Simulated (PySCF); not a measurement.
## Sn³²⁺: ionisation energy

Sn³²⁺ [Ar] (1S) → Sn³³⁺ [Ne] 3s2 3p5 (2P), as a difference of total energies. Computed with PySCF 2.14 in an uncontracted even-tempered set (18 s from 5 bohr⁻², ratio 2.5; 12 p from 6.5 bohr⁻², ratio 2.5; 5 d from 30 bohr⁻², ratio 2.7; 4 f from 45 bohr⁻², ratio 2.7), with the spin-free X2C one-electron Hamiltonian (Gaussian nucleus). Correlated levels: outer shells: 1s2 frozen; virtual orbitals above 40 to 60 times the deepest correlated orbital energy dropped. The calculations carry no spin-orbit coupling.

```csv
method,ionisation energy (eV)
UHF,2093.0
MP2 (outer shells),2094.0
SCS-MP2 (outer shells),2093.8
CCSD (outer shells),2093.9
CCSD(T) (outer shells),2093.9
```

A first-order spin-orbit estimate (lowest level to lowest level, LS coupling) adds -17.192 eV.

Breit and QED terms and the two-electron picture change are absent.

For comparison: 2074 ± 6 eV (semi-empirical (NIST evaluation); NIST Atomic Spectra Database, ionization energies).
